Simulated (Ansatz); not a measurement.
PBE exchange is replaced step by step with exact exchange (0 % is PBE, 25 % PBE0; no dispersion term), basis def2-SVP, Ansatz. System: [Ni(H2O)4]2+ (NiO4H8²⁺). Charge 2, multiplicity 3. Geometry: PBE-D4/def2-SVP.

Geometry of the triplet:

```xyz
13

Ni   -0.091   -0.175   -0.218
O    -1.691    0.025    0.894
H    -1.870   -0.465    1.727
H    -2.312    0.788    0.871
O     0.577   -1.979    0.241
H     1.383   -2.146    0.778
H     0.130   -2.846    0.117
O     1.579    0.695    0.464
H     1.622    1.317    1.223
H     2.383    0.854   -0.079
O    -0.465    1.054   -1.729
H    -0.098    1.954   -1.863
H    -1.147    0.923   -2.425
```

HOMO and LUMO are taken over both spins.

```
exact exchange (%)  HOMO (eV)  LUMO (eV)  gap (eV)   ⟨S²⟩
                 0     -15.94     -14.91      1.03  2.001
                10     -17.19     -14.10      3.09  2.002
                15     -17.77     -13.64      4.13  2.002
                40     -20.27     -10.99      9.28  2.002
```

Problem. Estimate the row for 25 %.

Solution. 
| exact exchange (%) | HOMO (eV) | LUMO (eV) | gap (eV) | ⟨S²⟩ |
| --- | --- | --- | --- | --- |
| 25 | -18.83 | -12.63 | 6.21 | 2.002 |
